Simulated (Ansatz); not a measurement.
Total energies of C4H3F5, SMILES `FC1C(F)(F)CC1(F)F`.

```xyz
12

F     0.433    2.198   -0.155
C     0.236    0.981    0.387
C     1.030   -0.210   -0.185
F     1.472    0.018   -1.433
F     2.073   -0.630    0.553
C    -0.233   -1.076   -0.145
C    -1.046    0.213    0.010
F    -1.580    0.640   -1.147
F    -2.020    0.204    0.937
H     0.345    1.017    1.475
H    -0.435   -1.654   -1.044
H    -0.276   -1.700    0.747
```

Total charge 0; spin multiplicity 1. Geometry: relaxed with PBE0-D4/def2-TZVP. Basis def2-TZVPP, Ansatz 0.2.0.

RPA on PBE orbitals: Hartree–Fock energy of these orbitals -650.55135 Eh, correlation -2.84035 Eh (frozen core).

| functional | energy without D4 (Eh) | D4 term (kJ/mol) |
| --- | --- | --- |
| LDA (SPW92) | -649.15283 | – |
| PBE | -653.03934 | -25.6 |
| revPBE | -653.48003 | -88.8 |
| BLYP | -653.59285 | -57.6 |
| r2SCAN | -653.41061 | -6.5 |
| B97M-V | -653.52545 | – |
| PBE0 | -653.04954 | -21.4 |
| B3LYP | -653.69399 | -40.7 |
| r2SCANh | -653.37610 | -6.8 |
| r2SCAN0 | -653.32670 | -7.4 |
| HSE06 (plane-wave form) | -653.02162 | -19.6 |
| BHLYP | -653.42127 | -27.6 |
| CAM-B3LYP | -653.51166 | -21.2 |
| LC-ωPBE | -653.33625 | – |
| ωB97X-V | -653.49830 | – |
| ωB97M-V | -653.53302 | – |
| B2PLYP | -653.29921 | – |
| PBE-QIDH | -652.96411 | – |

B3LYP takes the VWN-RPA correlation (the form of Gaussian; ORCA's B3LYP/G). HSE06 is the plane-wave form, built on full-range PBE exchange. The double hybrids freeze the cores in their second-order part.

LC-ωPBE has ω = 0.4 bohr⁻¹.
